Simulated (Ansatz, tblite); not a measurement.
Removing and adding an electron: `CCC(CC(C)c1ccc(I)cc1)c1ccc(OC(C)(C)C)cc1`. The state is a singlet with charge 0. Geometry: PBE-D4/def2-SVP. Ansatz, gas phase; energy differences of separate SCF runs; the oxidised species was run as a doublet alone; the reduced species was run as a doublet alone.

```xyz
53

C     2.359   -3.530   -0.242
C     1.083   -3.009   -0.901
C     0.324   -1.960   -0.057
C    -1.061   -1.605   -0.665
C    -2.262   -2.350   -0.036
C    -2.197   -3.878   -0.186
C    -3.571   -1.792   -0.573
C    -4.448   -1.078    0.265
C    -5.655   -0.546   -0.214
C    -5.994   -0.731   -1.562
I    -7.818    0.061   -2.305
C    -5.141   -1.437   -2.425
C    -3.940   -1.959   -1.924
C     1.169   -0.716    0.166
C     1.524    0.122   -0.913
C     2.291    1.276   -0.717
C     2.726    1.630    0.577
O     3.526    2.728    0.767
C     2.910    4.027    1.042
C     2.088    3.971    2.336
C     4.114    4.958    1.200
C     2.031    4.468   -0.136
C     2.400    0.790    1.658
C     1.631   -0.364    1.448
H     2.138   -4.018    0.732
H     2.870   -4.278   -0.881
H     3.076   -2.708   -0.042
H     1.325   -2.556   -1.888
H     0.401   -3.857   -1.121
H     0.147   -2.407    0.948
H    -1.247   -0.518   -0.545
H    -1.047   -1.787   -1.763
H    -2.241   -2.121    1.053
H    -1.302   -4.298    0.315
H    -2.159   -4.183   -1.252
H    -3.090   -4.355    0.267
H    -4.181   -0.931    1.324
H    -6.324    0.006    0.462
H    -5.409   -1.580   -3.482
H    -3.279   -2.512   -2.610
H     1.192   -0.132   -1.933
H     2.577    1.914   -1.565
H     1.681    4.973    2.575
H     1.234    3.271    2.242
H     2.719    3.642    3.186
H     4.759    4.610    2.031
H     3.785    5.993    1.414
H     4.719    4.961    0.272
H     1.172    3.783   -0.279
H     2.618    4.494   -1.076
H     1.626    5.484    0.047
H     2.768    1.048    2.661
H     1.382   -1.012    2.304
```

In the def2 sets I takes a core potential; there is no spin–orbit coupling. The xTB rows come from tblite. B3LYP takes the VWN-RPA correlation. Single mean-field runs in def2-SVP are fitted with def2-universal-jkfit. HOMO above LUMO, or a gap near zero within one spin, warns that the state may not be the lowest or that an electron is smeared out.

Problem. Estimate orbital energies and vertical ionisation energies and electron affinities at: GFN1-xTB; GFN2-xTB; PBE-D4/def2-SVP; B3LYP-D4/def2-SVP; PBE0-D4/def2-SVP.

Solution. 
| level | −HOMO (eV) | vertical IE (eV) | −LUMO (eV) | vertical EA (eV) | HOMO–LUMO gap (eV) | IE − EA (eV) | remarks |
| --- | --- | --- | --- | --- | --- | --- | --- |
| GFN1-xTB | 11.02 | 12.98 | 7.25 | 5.36 | 3.77 | 7.62 | – |
| GFN2-xTB | 10.44 | 12.24 | 6.73 | 4.62 | 3.71 | 7.62 | – |
| PBE-D4/def2-SVP | 5.50 | 7.23 | 1.58 | -0.26 | 3.92 | 7.49 | HOMO above zero (-1 doublet), gap within one spin near zero (+1 doublet), gap within one spin near zero (-1 doublet) |
| B3LYP-D4/def2-SVP | 6.26 | 7.61 | 0.86 | -0.55 | 5.40 | 8.16 | HOMO above zero (-1 doublet) |
| PBE0-D4/def2-SVP | 6.52 | 7.72 | 0.68 | -0.61 | 5.84 | 8.33 | HOMO above zero (-1 doublet) |

Relaxing the reduced species (PBE-D4/def2-SVP) changes its energy by -0.54 eV at PBE-D4/def2-SVP, so the adiabatic electron affinity to this nearest minimum is 0.27 eV. At PBE0-D4/def2-SVP it is 0.24 eV. The highest occupied level of the relaxed charge -1 doublet lies above zero (up to 0.92 eV). By energy differences its removal costs 0.27 eV (each at its own geometry, to the charge 0 singlet, at PBE-D4/def2-SVP); self-interaction error and the lack of diffuse functions both raise the level. The gap within one spin of the relaxed charge -1 doublet nearly closes, so an electron or hole may be smeared out by delocalisation error.     A HOMO above zero means that the electron is unbound at that level or that self-interaction error raises the level; the energy of removing that electron tells which. Raw xTB energy differences between charge states are shifted by several eV; the methods need an empirical correction for them. Sets without diffuse functions give affinities that are too small. A negative affinity means that the extra electron isn't bound; its size then hangs on the basis.
